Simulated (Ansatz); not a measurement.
Isomers of Cu$_{4}$Se$_{2}$ (singlet), relaxed with B3LYP-D4/def2-SVP; total energies from Ansatz at r2SCAN0-D4/def2-TZVP.

```csv
isomer,description,energy (Eh)
A,point group not assigned; 6 × Cu–Se 2.29 to 2.45 Å,-11365.12421
B,point group Cs; 4 × Cu–Cu 2.39 to 2.57 Å; 4 × Cu–Se 2.36 to 2.50 Å; 1 × Se–Se 2.52 Å,-11365.08588
C,point group C2; 6 × Cu–Se 2.28 to 2.47 Å; 1 × Cu–Cu 2.54 Å,-11365.12291
```

The isomers come from a short search, and lower ones may exist.

Q: Work out the relative energies (1 Eh = 2625.5 kJ/mol) and the Boltzmann populations at 500 K from electronic energies alone (R = 8.314 J/mol/K).

A: ΔE: A 0.0, B 100.6, C 3.4 kJ/mol. RT = 4.16 kJ/mol. Factors exp(−ΔE/RT): A 1, B 3.14e-11, C 0.442; sum 1.442. Populations: A 69.3 %, B 0.0 %, C 30.7 %. Zero-point energy, vibrational entropy and symmetry numbers are left out and can shift these; an error of 4 kJ/mol changes a ratio by a factor of 2.6. Over the other density-functional and correlated levels in def2 sets, the gap between A and C ranges from -14 to 2 kJ/mol.
